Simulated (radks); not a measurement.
Question: All-electron atom: the neon ion Ne2+ in [He] 2s2 2p4 (the NIST ground configuration). All-electron calculation, non-relativistic Kohn-Sham, PBE, spin-polarised, spherical densities, point nucleus; open shells are filled with parallel spins first. Program: a radial shooting solver on a logarithmic mesh with Libxc functionals. Some entries of the table are withheld. Estimate them.

orbital  occ.  eigenvalue (hartree)  <r^2> (bohr^2)
1s up       1                   (1)             (2)
1s down     1                   (3)             (4)
2s up       1              -2.93559          0.8134
2s down     1              -2.76472          0.8438
2p up       3              -2.08849             (5)
2p down     1              -1.91096             (6)

Answer: 
(1) 1s up eigenvalue (hartree): -32.36966
(2) 1s up <r^2> (bohr^2): 0.03379
(3) 1s down eigenvalue (hartree): -32.29559
(4) 1s down <r^2> (bohr^2): 0.03363
(5) 2p up <r^2> (bohr^2): 0.8118
(6) 2p down <r^2> (bohr^2): 0.8691
